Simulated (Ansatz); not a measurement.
System: trichloro(methoxy)silane, CH3Cl3OSi, net charge 0, singlet state. 
Structure (B3LYP-D3(BJ)/def2-TZVP (Ansatz, a first-principles code) minimum search):
SMILES: CO[Si](Cl)(Cl)Cl
```xyz
9

Si     0.0601    -0.0004    -0.1201
Cl     0.4112    -1.6088     1.0926
Cl     0.2676     1.6913     1.0094
Cl     1.3946     0.0191    -1.6469
O     -1.4129    -0.0808    -0.7666
C     -2.6470    -0.1164    -0.0485
H     -3.4465    -0.1697    -0.7840
H     -2.6895    -0.9946     0.5982
H     -2.7670     0.7862     0.5533
```

Atomisation energy built up term by term with Ansatz (kcal/mol; UHF references for open shells; valence terms freeze the core; atomic spin-orbit terms are left out). CBS(X,Y): correlation extrapolated as X^-3; Hartree-Fock from the larger set.

```json
[
 {"term": "Hartree-Fock", "basis": "aug-cc-pV(Q+d)Z", "kcal/mol": "584.92"},
 {"term": "CCSD correlation", "basis": "CBS(aug-cc-pV(T+d)Z,aug-cc-pV(Q+d)Z)", "kcal/mol": "200.05"},
 {"term": "(T)", "basis": "CBS(aug-cc-pV(T+d)Z,aug-cc-pV(Q+d)Z)", "kcal/mol": "16.90"},
 {"term": "core correlation", "basis": "cc-pwCVTZ", "kcal/mol": "1.81"},
 {"term": "scalar relativity (X2C)", "basis": "cc-pVTZ-DK against cc-pVTZ", "kcal/mol": "-1.98"},
 {"term": "sum: De", "basis": "", "kcal/mol": "801.7"}
]
```

(T) makes 2.1 % of the CCSD(T) atomisation energy; under 5 % is typical of single-reference molecules.
